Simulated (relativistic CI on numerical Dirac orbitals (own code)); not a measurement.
# Li⁺: calculation against measurement

Calculated at this level of theory: Dirac-Coulomb-Breit CI, orbitals from a KLI potential per configuration, a model potential for QED, valence Slater integrals scaled by 0.85, P86 correlation energy added to each configuration (own radial code, finite nucleus).

Configurations in the expansion: 1s2, 1s 2s, 1s 2p, 1s 3s, 1s 3p, 1s 3d, 1s 4s, 1s 4p, 1s 4d, 1s 4f, 1s 5s, 1s 5p, 1s 5d, 1s 5f, 1s 5g, 1s 6s, 1s 6p, 1s 6d. Levels of other configurations are missing.

```tsv
Configuration	Term (tabulated)	J	Measured (cm⁻¹)	Computed	Error	Purity (%)
1s2	1S	0	0.0	0	0	100
1s 2s	3S	1	476034.2	470106	-5928	100
1s 2p	3P°	1	494260.3	488684	-5576	100
1s 2p	3P°	2	494262.5	488686	-5577	100
1s 2p	3P°	0	494265.6	488690	-5575	100
1s 2p	1P°	1	501807.6	496376	-5432	99
1s 3s	3S	1	554753.7	549541	-5213	100
1s 3s	1S	0	558776.9	553206	-5570	98
1s 3p	3P°	1	559499.5	554361	-5139	100
1s 3p	3P°	2	559500.4	554361	-5139	100
1s 3p	3P°	0	559501.3	554363	-5139	100
1s 3p	1P°	1	561751.5	557018	-4733	99
```

Measured levels from NIST Handbook of Basic Atomic Spectroscopic Data (Sansonetti and Martin, J. Phys. Chem. Ref. Data 34, 1559 (2005)); pairs were made by configuration, J and term (by order where the table uses no LS term), so strongly mixed levels may be paired wrongly.

Mean error by configuration (cm⁻¹): 1s 2s -5928; 1s 2p -5540; 1s 3s -5392; 1s 3p -5037. Over the excited levels the mean absolute error is 5366 cm⁻¹ (11 of the 11 excited levels that our extract of the source holds in range could be paired), and the median relative error of those above 1,000 cm⁻¹ is 1 %.

Transition probabilities of persistent lines. The last column rescales the computed rate by the cube of measured over computed energy:

```
λ measured (Å)       Lower        Upper  A tabulated (s⁻¹)  A computed  A rescaled
 178.01 vacuum    1s2 1S_0  1s 3p 1P°_1           7.79e+09    1.03e+10    1.06e+10
 199.28 vacuum    1s2 1S_0  1s 2p 1P°_1           2.56e+10    2.75e+10    2.84e+10
   5483.56 air  1s 2s 3S_1  1s 2p 3P°_0           2.28e+07    2.49e+07    2.35e+07
   5484.50 air  1s 2s 3S_1  1s 2p 3P°_2           2.28e+07    2.49e+07    2.35e+07
   5485.11 air  1s 2s 3S_1  1s 2p 3P°_1           2.28e+07    2.48e+07    2.35e+07
```
